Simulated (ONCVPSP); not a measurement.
## What one change does to a pseudopotential (cerium, ONCV)

* Element: cerium
* Generator: ONCVPSP 4.0.1
* Type: optimised norm-conserving Vanderbilt (ONCV)
* Functional: LDA (Perdew-Wang 92)
* Relativity: fully relativistic
* Frozen core: [Kr] 4d10
* Valence charge: 12
* Reference configuration: 4f1 5s2 5p6 5d1 6s2
* Partial waves: 5s+6s: rc 2.55 bohr, ncon 4, nbas 7, qcut 5.9 1/bohr, 2 projectors; 5p: rc 2.35 bohr, ncon 4, nbas 7, qcut 7.4 1/bohr, 2 projectors, debl 4 Ha; 5d: rc 3.80 bohr, ncon 4, nbas 9, qcut 4.1 1/bohr, 2 projectors, debl 0.7 Ha; 4f: rc 1.60 bohr, ncon 5, nbas 9, qcut 10 1/bohr, 2 projectors, debl 2.8 Ha
* Local potential: polynomial inside 1.15 bohr (lpopt 5, dvloc0 4 Ha)
* Core correction: Teter function, parameters optimised by the program

Open shells are filled in proportion to 2j + 1.

All-electron outer shells of the reference configuration (LDA (PZ), scalar-relativistic, ld1.x):

| shell | level (eV) | outermost node (bohr) | outermost maximum (bohr) |
| --- | --- | --- | --- |
| 4d | -110.44 | 0.31 | 0.66 |
| 5s | -40.72 | 0.75 | 1.37 |
| 5p | -23.30 | 0.81 | 1.53 |
| 4f | -5.61 | – | 0.71 |
| 6s | -3.89 | 1.81 | 3.68 |
| 5d | -3.18 | 0.92 | 2.18 |

Change: core [Kr], valence charge 22; reference 4d10 4f1 5s2 5p6 5d2 6s1; waves now 5s+6s: rc 2.95 bohr, ncon 5, nbas 10, qcut 4.4 1/bohr, 3 projectors, debl 0.7 Ha; 5p: rc 2.55 bohr, ncon 4, nbas 7, qcut 5 1/bohr, 2 projectors, debl 3.7 Ha; 4d+5d: rc 1.45 bohr, ncon 5, nbas 9, qcut 11.3 1/bohr, 2 projectors; 4f: rc 1.80 bohr, ncon 4, nbas 9, qcut 10.3 1/bohr, 3 projectors, debl 3.3 Ha; local potential polynomial inside 1.25 bohr (lpopt 5, dvloc0 3 Ha).

Cutoffs: the cutoffs (Ha) at which the residual kinetic energy of the hardest occupied pseudo-wave falls to 1 and 0.1 mHa per electron; they do not see the model core or the augmentation charge, which bear on the density cutoff. Errors are all-electron minus pseudo energies relative to the spin-unpolarised reference configuration.

Question: What does the change do?

Answer: The potential gets neither clearly harder nor softer (49 Ha and 116 Ha → 53 Ha and 59 Ha); the bound ghost in s disappears. Several settings change at once here, so the effects cannot be laid on one of them.

```tsv
quantity	base	changed
cutoff, loose	49 Ha	53 Ha
cutoff, tight	116 Ha	59 Ha
loose cutoff by channel	s 9.8 Ha, p 15 Ha, d 5.2 Ha, f 49 Ha	s 5.8 Ha, p 5.4 Ha, d 53 Ha, f 42 Ha
bound ghosts	s	none
GHOST(+) flags under 300 eV	d5/2 at 66.4 eV, d3/2 at 79.7 eV, p3/2 at 154.1 eV, p1/2 at 165.5 eV	s at 41.2 eV, p3/2 at 134.2 eV, p1/2 at 139.4 eV
largest error over its own tests, meV	+27	-28
rms error of d²Exc/dni dnj with the model core, mHa	1.42	1.76
```

 A true bound ghost makes a file unfit for plane-wave use even where its test errors are small: the radial tests pick states by their node count and pass the ghost by.
